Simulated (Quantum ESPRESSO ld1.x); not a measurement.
The mean radii <r> (bohr) of the occupied orbitals of an atom or ion are listed with their occupations. Calculated with ld1.x of Quantum ESPRESSO 7.5: scalar-relativistic Kohn-Sham, LDA (Slater exchange, Perdew-Zunger correlation), spin-polarised, spherical densities, point nucleus.

| orbital | occ. | <r> |
|---|---|---|
| 1s up | 1 | 0.1887 |

Name the element and its charge. Open shells, if any, are filled with parallel spins first.

Answer. Z = 8, oxygen, charge +7: O7+ in 1s1. The 1s radius gives Z: for a bare nucleus <r> = (2 gamma + 1)/(2Z) with gamma = sqrt(1 - (Z/c)^2), 0.1873 bohr for Z = 8, and the self-interaction of the functional makes it slightly larger (0.1887 here). The occupations add up to 1, and the charge is Z minus that.
